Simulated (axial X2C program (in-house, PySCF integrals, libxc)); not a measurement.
# Spin–orbit effects down a group: molecules with Na (ions), PBE0

All values come from calculations with an in-house relativistic program for diatomic molecules, spin-free (one-electron X2C) or two-component (2c: spin–orbit coupling with atomic mean-field Coulomb and Gaunt terms, which also bring small scalar terms), in Dyall basis sets with cores contracted in-house; open shells are unrestricted.

Basis sets: Na dyall-cv3z, Na dyall-v3z, Ni dyall-cv3z, Pd dyall-cv3z, Pt dyall-v3z.

```tsv
molecule	spin-free state	Re (Å)	ωe (cm⁻¹)	De (eV)	2c state	Re 2c (Å)	ωe 2c (cm⁻¹)	De 2c (eV)
NaNi⁺	M_S = 1, Λ = 2	2.940	144.8	0.45	Ω = 3	2.940	144.8	n/a
NaPd⁺	M_S = 0, Λ = 0	2.868	132.8	0.46	Ω = 0	2.870	132.5	0.46
NaPt⁺	M_S = 1, Λ = 2	2.916	148.0	0.50	Ω = 3	2.916	150.9	0.68
```

Problem. Work out the shifts from the spin-free to the two-component result.

Solution. 

```
molecule  2c state  ΔRe (Å)  Δωe (cm⁻¹)  ΔDe (eV)
   NaNi⁺     Ω = 3    0.000         0.0       n/a
   NaPd⁺     Ω = 0    0.002        -0.3      0.00
   NaPt⁺     Ω = 3    0.000         2.9      0.18
```

Shifts of one unit in the last digit are rounding.

Fragments in 2c: Ni + Na+, Pd + Na+, Pt + Na+. Each entry is the lowest single determinant of a limited PBE0 search at one distance. De goes to single-determinant-based atoms at the same level (for ions the charge split of lowest energy) and is withheld (n/a) where an atom does not fit its ground term or J level. Main or longest-lived isotopes. One determinant is a doubtful description, or other states lie close, for NaNi⁺, NaPt⁺; these need not be ground states, and all values refer to the states named. With several unpaired electrons the Ω given is that of one determinant, not necessarily of the lowest component. The functionals have no current term, which raises determinants with orbital currents. Where the atoms have a lower orbital projection than the molecule, De at mean-field level may be about a tenth of an eV too small.
